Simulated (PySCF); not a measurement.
**Cr2O: bending curve**

All numbers come from UB3LYP in PySCF with O def2-SVP, Cr def2-SVP; no relativity; density-fitted integrals.

Rigid scan from the multiplicity-11 minimum (O–Cr 1.791 Å (×2); Cr–O–Cr 130.3°). Coordinate: the Cr–O–Cr angle, bonds fixed. Energies in kJ/mol from the minimum.

```tsv
bond angle (°)	E (kJ/mol)	dipole size (D)	⟨S²⟩
80	142.0	3.94	30.06
90	64.6	3.48	30.06
100	27.4	3.02	30.06
110	9.6	2.57	30.05
120	2.0	2.14	30.05
130	0.0	1.71	30.05
140	1.2	1.27	30.04
150	4.5	0.85	30.04
160	9.1	0.46	30.04
170	13.3	0.16	30.03
180	15.2	0.00	30.02
```

With the bonds held, the linear shape lies 15.2 kJ/mol from the minimum.

Open d and f shells are described by one determinant, and the ground state may have another occupation or spin.
